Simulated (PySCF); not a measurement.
# Bismuth: a sound run and one with changed settings

Sound run: Bi [Xe] 4f14 5d10 6s2 6p3, Bi⁺ [Xe] 4f14 5d10 6s2 6p2. Computed with PySCF 2.14 in aug-cc-pVDZ-PP with ECP60MDF (5s4p3d, 32 functions), with scalar relativity through the core potential. In the sound run the correlated levels freeze 5s2 5p6 5d10 outside the core potential. The sound run starts from symmetry-adapted Hartree-Fock orbitals and uses a fine grid where one is needed.

Changed run: initial guess 1e, at most 50 SCF cycles.

```csv
species,method,sound run (hartree),changed run (hartree),converged
Bi,UHF,-213.59127,-213.59127,yes
Bi,LDA,-214.31850,-214.31850,yes
Bi,CCSD(T),-213.64130,-213.64130,yes
Bi⁺,BP86,-214.43920,-214.43920,yes
Bi⁺,MP2,-213.31812,-213.31812,yes
```

Here the plain start reaches the same solutions.
